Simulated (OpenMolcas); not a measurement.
An OpenMolcas run meant for Pd⁶⁺ (ANO-R2, X2C; inactive shells 1s 2s 2p 3s 3p 3d 4s 4p; intended active space 4 electrons in 5 orbitals (4d)). One step of its input:

```
&CASPT2
Multistate=5 1 2 3 4 5
Frozen=8 6
IPEA=0.25
Shift=2.0
MaxIter=60
WThr=0.0 0.3 0.05
PrWF=0.5
NoMix
```

The run finished. Its levels beside those of a sound run (MS-CASPT2, IPEA 0.25 Eh, imaginary shift 0.1 Eh (closed shells correlated: 4s 4p)), in cm⁻¹ above each run's lowest level:

| Level | This run | Usual run |
| --- | --- | --- |
| 4d⁴ ⁵D₀ | 0.0 | 0.0 |
| 4d⁴ ⁵D₁ | 952 | 962 |
| 4d⁴ ⁵D₂ | 2397 | 2413 |
| 4d⁴ ⁵D₃ | 4075 | 4091 |
| 4d⁴ ⁵D₄ | 5878 | 5889 |
| 4d⁴ ³P₀(1) | 20330 | 19997 |
| 4d⁴ ³H₄ [72 %] | 22233 | 22041 |
| 4d⁴ ³P₁(1) | 24447 | 24118 |
| 4d⁴ ³H₅ | 24428 | 24263 |
| 4d⁴ ³H₆ | 26013 | 25859 |
| 4d⁴ ³F₂(1) | 26159 | 25868 |
| 4d⁴ ³F₄(1) [57 %] | 27182 | 26931 |
| 4d⁴ ³P₂(1) | 29400 | 29045 |
| 4d⁴ ³G₄ [63 %] | 30499 | 30207 |

Question: Which setting is unsound, and how much does it matter here?

Answer: The level shift is far above the usual 0.1 to 0.3 hartree and damps the second-order energy. Against the sound run the excited levels shown move by 190 cm-1 on average and by 350 cm-1 at most.

CASPT2 does not keep the components of a term degenerate, so their means are used; among the terms shown or strongly mixed into the levels shown the widest spread is 470 cm-1 (4d⁴ ¹G(1), the sound run). Levels of configurations outside the active space are missing.

A share in square brackets marks a mixed level and gives the weight of the term that names it, the lowest over the columns. A number in round brackets counts repeated terms of one configuration in the order of the reference energies.
